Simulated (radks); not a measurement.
Values are calculated unless marked as measured or tabulated.
All-electron atom: Ba II in [Xe] 6s1. Level of theory: Dirac Kohn-Sham, Slater X-alpha with alpha = 0.711, spin-unpolarised, spherical densities, finite nucleus; Fermi nuclear charge, rms radius 4.8378 fm (a radial shooting solver on a logarithmic mesh with Libxc functionals). Some entries of the table are withheld. Estimate them.

| orbital | occ. | eigenvalue (hartree) | <r^2> (bohr^2) | r(max) (bohr) |
|---|---|---|---|---|
| 1s1/2 | 2 | -1367.981 | 0.0008893 | 0.01643 |
| 2s1/2 | 2 | -216.5094 | (1) | 0.09307 |
| 2p1/2 | 2 | -204.1203 | 0.01040 | 0.07104 |
| 2p3/2 | 4 | -190.0810 | 0.01167 | 0.07611 |
| 3s1/2 | 2 | -45.87928 | 0.09741 | 0.2666 |
| 3p1/2 | 2 | -40.65599 | 0.09209 | 0.2530 |
| 3p3/2 | 4 | -37.94066 | 0.09984 | 0.2642 |
| 3d3/2 | 4 | -28.72949 | 0.08247 | (2) |
| 3d5/2 | 6 | -28.14924 | 0.08468 | (3) |
| 4s1/2 | 2 | -9.14844 | (4) | 0.6246 |
| 4p1/2 | 2 | -7.24573 | 0.5514 | 0.6363 |
| 4p3/2 | 4 | -6.67486 | 0.5957 | 0.6607 |
| 4d3/2 | 4 | -3.55762 | 0.7313 | 0.6895 |
| 4d5/2 | 6 | -3.46044 | 0.7499 | 0.6976 |
| 5s1/2 | 2 | -1.42702 | (5) | 1.464 |
| 5p1/2 | 2 | -0.92860 | (6) | 1.615 |
| 5p3/2 | 4 | -0.84984 | (7) | 1.686 |
| 6s1/2 | 1 | -0.26448 | 21.02 | 3.841 |

Answer. 
(1) 2s1/2 <r^2> (bohr^2): 0.01415
(2) 3d3/2 r(max) (bohr): 0.2129
(3) 3d5/2 r(max) (bohr): 0.2160
(4) 4s1/2 <r^2> (bohr^2): 0.5121
(5) 5s1/2 <r^2> (bohr^2): 2.993
(6) 5p1/2 <r^2> (bohr^2): 3.886
(7) 5p3/2 <r^2> (bohr^2): 4.256
